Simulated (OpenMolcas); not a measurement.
A run on Ir5+ with 6 ligands (fluoride) in octahedral coordination (Oh) at 1.88 Å. A charge of +0.167 e stands 2.6 Å behind each ligand. Ligand basis ANO-RCC-VDZP.

```json
{"Program": "OpenMolcas", "Method": "SS-CASPT2, IPEA 0.25 Eh, sigma2 regulariser 0.3 Eh (closed shells correlated: 5s 5p and the ligand valence shells)", "Basis": "ANO-RCC-VDZP [7s6p4d2f]", "Scalar Hamiltonian": "DKH2, point nucleus", "Active space": "4 electrons in 5 orbitals (5d)", "State averaging": "2S+1 = 5 even, 5 roots; 2S+1 = 3 even, 45 roots; 2S+1 = 1 even, 50 roots", "Spin-orbit coupling": "state interaction with AMFI integrals over the reference wave functions"}
```

143 basis functions. Blocks (2S+1, parity, CSFs, roots kept): 5, even, 5, 5; 3, even, 45, 45; 1, even, 50, 50.

Question: How long do the CASPT2 steps take on 1 thread of Arm Neoverse V1, on a shared host?

Answer: About 4.6 min of wall time, without the integral step.
